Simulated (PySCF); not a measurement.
Pb(H)(OH) (H₂OPb), SMILES [OH][PbH] (connectivity only; charge and spin as stated), neutral, multiplicity 1.

Coordinates come from a B3LYP-D3(BJ)/def2-TZVP optimisation. The def2 effective core potentials stand for the cores of Pb; spin–orbit coupling is left out.

Method: PySCF with B3LYP/def2-TZVPD.

Isolated molecule, no solvent.

Computed frontier levels, gap, dipole moment and polarisability:
```json
{
 "highest_occupied_level": "-6.89 eV",
 "lowest_empty_level": "-2.80 eV",
 "orbital_gap": "4.10 eV",
 "dipole_moment": "2.12 D",
 "quadrupole, principal values (traceless, Buckingham form, about the centre of nuclear charge)": "-8.47, 2.42, 6.05 D·Å",
 "mean_static_polarisability": "52.2 bohr³ (7.74 Å³)",
 "polarisability_principal_values": "38.6, 58.0, 60.0 bohr³"
}
```
